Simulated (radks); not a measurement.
Species: the neodymium ion Nd40+. Configuration: [Ar] 3d2. Calculated with a radial shooting solver on a logarithmic mesh with Libxc functionals: Dirac Kohn-Sham, LDA (Slater exchange, Perdew-Wang correlation), spin-unpolarised, spherical densities, finite nucleus; open shells fill j = l - 1/2 first; Fermi nuclear charge, rms radius 4.9123 fm.

Radial electron density D(r) = 4 pi r^2 rho(r):

```
   r/bohr * D(r) (the largest magnitude, 96.9, reaches the edge; | marks zero)
0.0008358 |*
 0.001063 | *
  0.00134 |  *
 0.001703 |   *
 0.002165 |     *
 0.002731 |        *
 0.003472 |            *
 0.004413 |                *
 0.005566 |                      *
 0.007075 |                             *
 0.008995 |                                   *
  0.01143 |                                         *
  0.01442 |                                            *
  0.01833 |                                             *
   0.0233 |                                          *
  0.02939 |                                        *
  0.03736 |                                        *
   0.0475 |                                              *
   0.0599 |                                                     *
  0.07614 |                                                      *
   0.0968 |                                           *
   0.1221 |                              *
   0.1552 |                         *
   0.1973 |                            *
   0.2488 |                          *
   0.3163 |              *
   0.4021 |    *
   0.5071 |*
   0.6446 *
   0.8195 *
```

D(r) has 3 maxima, at r = 0.0165, 0.0686, 0.212 bohr, and minima at 0.0321, 0.152 bohr, inside which lie 2.03, 10.80 electrons.
